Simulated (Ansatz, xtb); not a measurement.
## F2H2NOSi+: where a starting geometry ends

The starting geometry of this gas-phase singlet was built from a drawn formula by distance geometry and a force field; its bonds are those of `[O-][NH2+][Si+](F)F`.

```xyz
7

F    -0.5314   -0.7097    1.6768
F    -0.7660    1.4495    0.3023
N    -2.8739   -0.1627    0.4361
O    -4.0548    0.1074    1.0288
Si   -1.5468    0.5160    1.3312
H    -2.7817    0.2245   -0.5143
H    -2.6667   -1.1873    0.3411
```

Question: Predict what it relaxes into with r2SCAN-D4/def2-SVP.

Answer: It loosens into F2Si + H2NO, which stay close as a complex (formulas without charges). Distances that change by over a tenth: N3–O4 (1.35 → 1.19 Å). Contacts that open: N3–Si5 (1.74 → 2.91 Å).

The energy falls by 1.85 eV over 15 steps:

```tsv
step	E − E(last) (eV)
1	1.846
3	0.621
4	0.473
6	0.275
7	0.228
9	0.152
10	0.139
12	0.020
13	0.001
15	0.000
```

Final geometry (Å):

```csv
atom,x (Å),y (Å),z (Å)
F,0.0681,-0.4191,2.0758
F,-0.1115,1.7436,0.6632
N,-3.5303,-0.3501,0.2242
O,-4.3848,0.0152,0.9731
Si,-0.8228,0.3584,1.0066
H,-3.2897,0.2130,-0.6245
H,-3.1502,-1.3232,0.2835
```

From the same start GFN2-xTB reaches the same bonding as this run.

The end wasn't checked by frequencies. Run with Ansatz 0.2.0, 58 s on 1 thread of Intel(R) Xeon(R) Platinum 8259CL CPU @ 2.50GHz (Skylake/Cascade Lake) (shared host).
